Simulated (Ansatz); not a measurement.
Nudged elastic band run: CH4BF3

The input (input.yaml):

```yaml
crystal:
  periodic: [false, false, false]
  atoms:
    - { symbol: B, position_ang: [-0.474638, -0.35752, -0.427746] }
    - { symbol: C, position_ang: [0.303985, -0.649953, 0.888199] }
    - { symbol: F, position_ang: [0.146919, -0.281742, -1.618462] }
    - { symbol: F, position_ang: [-1.794042, -0.287695, -0.479299] }
    - { symbol: H, position_ang: [0.337095, 1.708779, -1.407] }
    - { symbol: F, position_ang: [0.025604, 2.103804, -0.624123] }
    - { symbol: H, position_ang: [-0.125199, -0.091405, 1.733591] }
    - { symbol: H, position_ang: [1.375589, -0.420399, 0.805711] }
    - { symbol: H, position_ang: [0.204586, -1.723769, 1.129128] }
basis:
  gaussian: { orbitals: def2-SVP }
hamiltonian:
  xc: b3lyp
  dispersion: d4
neb:
  order_check: false
  images: 5
  f_tol: 0.05
  max_iterations: 60
  final_atoms:
    - { symbol: B, position_ang: [-1.01726915, 0.29435543, -1.36540906] }
    - { symbol: C, position_ang: [0.81420466, -0.23598192, 1.09560638] }
    - { symbol: F, position_ang: [-0.56641082, -0.75926611, -2.00996999] }
    - { symbol: F, position_ang: [-2.01471608, 0.16942263, -0.51943544] }
    - { symbol: H, position_ang: [0.90820828, 0.76397252, 0.64762084] }
    - { symbol: F, position_ang: [-0.48642174, 1.47671154, -1.58641594] }
    - { symbol: H, position_ang: [-0.13836394, -0.3088352, 1.63944342] }
    - { symbol: H, position_ang: [1.65055102, -0.39703747, 1.79062242] }
    - { symbol: H, position_ang: [0.85011678, -1.00324142, 0.30793637] }
  initial_path:
    images:
      - { positions_ang: [[-0.474638, -0.35752, -0.427746], [0.303985, -0.649953, 0.888199], [0.146919, -0.281742, -1.618462], [-1.794042, -0.287695, -0.479299], [0.337095, 1.708779, -1.407], [0.025604, 2.103804, -0.624123], [-0.125199, -0.091405, 1.733591], [1.375589, -0.420399, 0.805711], [0.204586, -1.723769, 1.129128]] }
      - { positions_ang: [[-0.49372482, -0.24882699, -0.54724175], [0.34229979, -0.53659729, 0.85260645], [0.0981979, -0.38639271, -1.69647264], [-1.80927687, -0.20851279, -0.52891219], [0.32993911, 1.4313915, -0.92139134], [-0.00974661, 1.93206869, -0.69570743], [-0.09947087, -0.03396667, 1.71609193], [1.41631061, -0.33681714, 0.80327594], [0.22537076, -1.6122466, 1.01775004]] }
      - { positions_ang: [[-0.51281164, -0.14013399, -0.66673751], [0.38061459, -0.42324158, 0.81701391], [0.0494768, -0.49104342, -1.77448327], [-1.82451173, -0.12933059, -0.57852539], [0.32278322, 1.154004, -0.43578268], [-0.04509722, 1.76033339, -0.76729186], [-0.07374275, 0.02347166, 1.69859285], [1.45703221, -0.25323527, 0.80084087], [0.24615551, -1.5007242, 0.90637207]] }
      - { positions_ang: [[-0.53189845, -0.03144098, -0.78623326], [0.41892938, -0.30988587, 0.78142136], [0.0007557, -0.59569412, -1.85249391], [-1.8397466, -0.05014838, -0.62813858], [0.31562734, 0.8766165, 0.04982598], [-0.08044784, 1.58859808, -0.83887629], [-0.04801462, 0.08090999, 1.68109378], [1.49775382, -0.16965341, 0.79840581], [0.26694027, -1.38920179, 0.79499411]] }
      - { positions_ang: [[-0.69368868, 0.07715782, -0.97929186], [0.55068781, -0.28525122, 0.8861497], [-0.18829981, -0.65021812, -1.90498594], [-1.89806976, 0.02304195, -0.5919042], [0.51315432, 0.8390685, 0.24909094], [-0.21577247, 1.55130257, -1.08805617], [-0.07813106, -0.04900508, 1.66721033], [1.54868622, -0.2454481, 1.12914468], [0.46133244, -1.26054833, 0.63264153]] }
      - { positions_ang: [[-0.85547892, 0.18575662, -1.17235046], [0.68244623, -0.26061657, 0.99087804], [-0.37735532, -0.70474211, -1.95747796], [-1.95639292, 0.09623229, -0.55566982], [0.7106813, 0.80152051, 0.44835589], [-0.3510971, 1.51400705, -1.33723606], [-0.1082475, -0.17892014, 1.65332687], [1.59961862, -0.32124278, 1.45988355], [0.65572461, -1.13189488, 0.47028895]] }
      - { positions_ang: [[-1.01726915, 0.29435543, -1.36540906], [0.81420466, -0.23598192, 1.09560638], [-0.56641082, -0.75926611, -2.00996999], [-2.01471608, 0.16942263, -0.51943544], [0.90820828, 0.76397252, 0.64762084], [-0.48642174, 1.47671154, -1.58641594], [-0.13836394, -0.3088352, 1.63944342], [1.65055102, -0.39703747, 1.79062242], [0.85011678, -1.00324142, 0.30793637]] }
```

Launched with:

```bash
$ ansatz run input.yaml --threads 2 --pin off --max-ram 3072MiB --backend cpu --events-out ev --progress --plain --runs-dir out
```

Output, in part (warnings, iteration lines, the closing report on the highest movable image, with atoms numbered from 0):

```
NEB end point (image 0): max|allowed force component| = 1.982e-2 eV/Å (the criterion of neb.relax_end_points is 1.000e-2)
NEB end point (image 6): max|allowed force component| = 1.847e-2 eV/Å (the criterion of neb.relax_end_points is 1.000e-2)
NEB iter   1: max|band force component| = 4.365e1 eV/Å  barrier→ = 5.5564 eV  barrier← = 6.9528 eV  Δτ_max = 0.1996 Å  (176 SCF iters)
NEB iter   2: max|band force component| = 3.142e0 eV/Å  barrier→ = 1.1352 eV  barrier← = 2.5316 eV  Δτ_max = 0.2000 Å  (161 SCF iters)
NEB iter   3: max|band force component| = 7.315e0 eV/Å  barrier→ = 1.1007 eV  barrier← = 2.4971 eV  Δτ_max = 0.1008 Å  (150 SCF iters)
NEB iter   4: max|band force component| = 1.223e0 eV/Å  barrier→ = 1.0366 eV  barrier← = 2.4330 eV  Δτ_max = 0.1667 Å  (152 SCF iters)
NEB iter   5: max|band force component| = 6.309e-1 eV/Å  barrier→ = 1.1040 eV  barrier← = 2.5004 eV  Δτ_max = 0.2000 Å  (138 SCF iters)
NEB iter   6: max|band force component| = 3.648e0 eV/Å  barrier→ = 1.0560 eV  barrier← = 2.4525 eV  Δτ_max = 0.1026 Å  (146 SCF iters)
NEB iter   7: max|band force component| = 1.211e0 eV/Å  barrier→ = 1.0878 eV  barrier← = 2.4842 eV  Δτ_max = 0.0952 Å  (144 SCF iters)
NEB iter   8: max|band force component| = 6.163e-1 eV/Å  barrier→ = 1.1527 eV  barrier← = 2.5491 eV  Δτ_max = 0.2000 Å  (139 SCF iters)
NEB iter   9: max|band force component| = 2.667e0 eV/Å  barrier→ = 0.8209 eV  barrier← = 2.2173 eV  Δτ_max = 0.0996 Å  (143 SCF iters)
NEB iter  10: max|band force component| = 9.665e-1 eV/Å  barrier→ = 1.0123 eV  barrier← = 2.4087 eV  CI = image 3  Δτ_max = 0.0937 Å  (142 SCF iters)
NEB iter  11: max|band force component| = 6.044e-1 eV/Å  barrier→ = 1.1243 eV  barrier← = 2.5207 eV  CI = image 3  Δτ_max = 0.0232 Å  (135 SCF iters)
NEB iter  12: max|band force component| = 3.880e-1 eV/Å  barrier→ = 1.1159 eV  barrier← = 2.5123 eV  CI = image 3  Δτ_max = 0.0234 Å  (141 SCF iters)
NEB iter  13: max|band force component| = 7.150e-2 eV/Å  barrier→ = 1.1115 eV  barrier← = 2.5079 eV  CI = image 3  Δτ_max = 0.0053 Å  (133 SCF iters)
NEB iter  14: max|band force component| = 2.947e-2 eV/Å  barrier→ = 1.1113 eV  barrier← = 2.5077 eV  CI = image 3  Δτ_max = 0.0000 Å  (245 SCF iters)
Total energy: -9924.48195382 eV, -364.7179847473 hartree
Atom 0 at    -0.497094    -0.009061    -0.731717 Å, force    -0.024437     0.001967    -0.003788 eV/Å
Atom 1 at     0.386062    -0.280551     0.739548 Å, force    -0.020238    -0.021872    -0.014834 eV/Å
Atom 2 at     0.031145    -0.653536    -1.778125 Å, force     0.004380     0.003131     0.005930 eV/Å
Atom 3 at    -1.818410    -0.071960    -0.539939 Å, force     0.012658     0.003669     0.001107 eV/Å
Atom 4 at     0.350749     0.952438     0.038991 Å, force     0.007870    -0.003829    -0.013672 eV/Å
Atom 5 at    -0.072191     1.549326    -0.851583 Å, force     0.000477    -0.008916     0.008872 eV/Å
Atom 6 at    -0.092834     0.045353     1.673272 Å, force     0.001853     0.005293     0.009412 eV/Å
Atom 7 at     1.481089    -0.163355     0.798005 Å, force     0.016453     0.015074     0.012352 eV/Å
Atom 8 at     0.231384    -1.368555     0.651546 Å, force     0.000985     0.005483    -0.005380 eV/Å
Dipole moment:     0.364562    -0.060028     0.544763 e Å
```

The run converged. Neighbouring images differ by up to 2.1 eV, so the band resolves the path poorly. A vibrational analysis at the climbing image gives 2 clearly imaginary modes (1222i, 76i cm⁻¹): a point of higher order, so a lower path passes nearby. The orbitals stay closed-shell, which can raise the energy where a bond breaks towards radicals; this wasn't checked here.

Final band (atoms are numbered from 1 in the order of the input):

```json
{"image": "0", "path coordinate (Å)": "0.00", "energy (kJ/mol)": "0.0", "B1–C2 (Å)": "1.56", "H5–F6 (Å)": "0.93", "B1–F6 (Å)": "2.52"}
{"image": "1", "path coordinate (Å)": "0.93", "energy (kJ/mol)": "7.4", "B1–C2 (Å)": "1.56", "H5–F6 (Å)": "0.93", "B1–F6 (Å)": "2.42"}
{"image": "2", "path coordinate (Å)": "1.86", "energy (kJ/mol)": "17.1", "B1–C2 (Å)": "1.58", "H5–F6 (Å)": "0.93", "B1–F6 (Å)": "2.26"}
{"image": "3", "path coordinate (Å)": "2.79", "energy (kJ/mol)": "107.2", "B1–C2 (Å)": "1.74", "H5–F6 (Å)": "1.15", "B1–F6 (Å)": "1.62"}
{"image": "4", "path coordinate (Å)": "3.72", "energy (kJ/mol)": "-96.0", "B1–C2 (Å)": "2.45", "H5–F6 (Å)": "1.88", "B1–F6 (Å)": "1.34"}
{"image": "5", "path coordinate (Å)": "4.64", "energy (kJ/mol)": "-133.1", "B1–C2 (Å)": "3.05", "H5–F6 (Å)": "2.50", "B1–F6 (Å)": "1.32"}
{"image": "6", "path coordinate (Å)": "5.57", "energy (kJ/mol)": "-134.7", "B1–C2 (Å)": "3.11", "H5–F6 (Å)": "2.73", "B1–F6 (Å)": "1.31"}
```

Run time: 120 s on 2 threads of Arm Neoverse V2, with other jobs on the host, peak memory 0.17 GiB.
